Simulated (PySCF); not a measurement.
How methods differ on the excitation energy of O

O [He] 2s2 2p4 (3P) → O [He] 2s1 2p5 (3P), as a difference of total energies. Computed with PySCF 2.14 in aug-cc-pCVTZ-DK with one added diffuse shell each of s, p, d, f type (8s7p5d3f, 75 functions), with the spin-free X2C one-electron Hamiltonian (Gaussian nucleus). Correlated levels: valence and next inner shell: nothing frozen. The calculations carry no spin-orbit coupling.

```tsv
method	excitation energy (eV)
UHF	16.921
MP2 (valence and next inner shell)	16.028
SCS-MP2 (valence and next inner shell)	15.984
CCSD (valence and next inner shell)	15.617
CCSD(T) (valence and next inner shell)	15.211
```

Problem. How much does correlation contribute at CCSD(T) (valence and next inner shell)?

Solution. 15.211 − (16.921) = -1.710 eV, measured against UHF.

The upper state lies above the first ionisation limit, where it may autoionise and the basis confines it.

The coupled-cluster amplitudes are large for the upper state (T1 above 0.03 or a double amplitude above 0.15), so a single reference is strained.
